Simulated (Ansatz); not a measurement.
# Energy profile

The step: GeH₂ + H₂ → GeH₂ + H₂; bonds formed: Ge1–H2, H3–H4; bonds broken: Ge1–H4, H2–H3 (atoms numbered as in the saddle structure below).

```xyz
5
angstrom
Ge -0.2395 -0.4411 0.8323
H 0.6779 -0.7711 -0.5636
H -0.0900 -0.0352 -0.8432
H -1.0137 0.3953 -0.4327
H 0.6652 0.8521 1.0073
```

Electronic energies by CCSD(T) at an estimated basis limit (MP2 extrapolated from triple and quadruple zeta, plus CCSD(T) − MP2 in triple zeta), on PBE0-D4/def2-TZVP structures; GeH$_{4}$, singlet; no counterpoise correction. Computed with Ansatz 0.2.0 (basis: def2-TZVPP and def2-QZVPP); correlated methods freeze the cores. Filled d shells of the heavier atoms are correlated. The def2 sets are not built for correlating such inner shells, so the correlated values are less sure here. Extrapolation: Hartree–Fock as exp(−7.88 √X), correlation as X^−2.97.

Problem. Give the profile in kcal/mol, counted from the separated reactants. (Judge from chemistry; the value comes from the calculation.)

Solution. The calculation gives:
| point | kcal/mol |
| --- | --- |
| separated: GeH$_{2}$ (Ge1, H4, H5; singlet) + H$_{2}$ (H2, H3; singlet) | 0.00 |
| start structure | -5.99 |
| saddle | 5.84 |
| end structure | -5.99 |
| separated: GeH$_{2}$ (Ge1, H2, H5; singlet) + H$_{2}$ (H3, H4; singlet) | 0.00 |

T1 diagnostic: at most 0.014. The restricted Hartree–Fock reference is unstable towards an unrestricted one at one or more of these structures.

For scale, one of the runs: CCSD(T)/def2-TZVPP, 104 basis functions, launched by `ansatz run in.yaml --threads 2 --pin off --events-out ev --progress --plain --max-ram 4352MiB`. Hardware: 2 CPU threads of an Arm Neoverse V1, shared host. Wall time about 3.2 s.
